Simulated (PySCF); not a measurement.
A GIAO shielding run with PySCF (density fitting, non-relativistic, gas phase) on `[SiH3][Si@H](P)[SiH2]CCl`, CH$_{10}$ClPSi$_{3}$:

```
$ OMP_NUM_THREADS=1 python probes_run.py task.json out

{"job": {"kind": "nmr", "xc": "PBE0", "basis": "pcSseg-1"}, "charge": 0, "multiplicity": 1}
Si    -1.541742     1.871994     0.127077
Si    -1.026241    -0.295785    -0.587961
P     -2.139805    -1.701142     0.788287
Si     1.216819    -0.934875    -0.832529
C      2.262227     0.149965     0.357166
Cl     1.985373     1.869260    -0.050192
H     -2.986779     2.100246     0.216240
H     -0.997593     2.854733    -0.807325
H     -0.990686     2.141294     1.457293
H     -1.687855    -0.592774    -1.878007
H     -1.241543    -1.585322     1.832900
H     -1.530872    -2.851645     0.327879
H      1.782619    -0.707829    -2.166323
H      1.568141    -2.317574    -0.462383
H      1.989702     0.031888     1.403507
H      3.330636    -0.023490     0.262960
```

Hardware: 1 thread of an Arm Neoverse V1, shared host. The job also computes population analyses, field gradients.

Problem. How large is the calculation?

Solution. 90 electrons, 187 basis functions and 1092 auxiliary functions.

Problem. How long does it take, and how much memory does it need?

Solution. 27 s of wall time, with 12 SCF cycles and 4 response iterations; peak memory 0.84 GiB. Times on a shared host scatter by some tens of per cent.
